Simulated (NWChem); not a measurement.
Species: C₂H₄O₃Si; SMILES O[Si](O)(O)C#C

```xyz
10

C      0.0000     0.0000    -2.6259
C      0.0000     0.0000    -1.4112
Si     0.0000     0.0000     0.4201
O     -1.4859    -0.4304     0.9833
O      0.3702     1.5020     0.9833
O      1.1157    -1.0716     0.9833
H      0.0000     0.0000    -3.6939
H     -1.8205    -1.2901     0.6925
H     -0.2070     2.2216     0.6925
H      2.0275    -0.9315     0.6925
```
Atoms are numbered in this order, from 1.

Program: NWChem. Pople sets run with spherical d functions. Structure relaxed at the B3LYP/6-31G* (spherical d) level. GIAO values for the isolated, static molecule; σ is the absolute isotropic shielding, δ = σ(reference) − σ with the isolated reference molecule computed at the same levels (13C: tetramethylsilane, 1H: tetramethylsilane, 17O: water, 29Si: tetramethylsilane).

For level B3LYP/6-31G*:

δ C1 (ppm): 82.4
δ C2 (ppm): 73.1
δ Si3 (ppm): -55.8
δ O4 (ppm): 43.5
δ H7 (ppm): 1.72
δ H8 (ppm): 1.90

Problem. Estimate the same quantities for level PBE/pcSseg-1.

Solution. 
| Item | Value |
|---|---|
| δ C1 (ppm) | 94.5 |
| δ C2 (ppm) | 83.6 |
| δ Si3 (ppm) | -68.4 |
| δ O4 (ppm) | 68.8 |
| δ H7 (ppm) | 1.91 |
| δ H8 (ppm) | 2.08 |
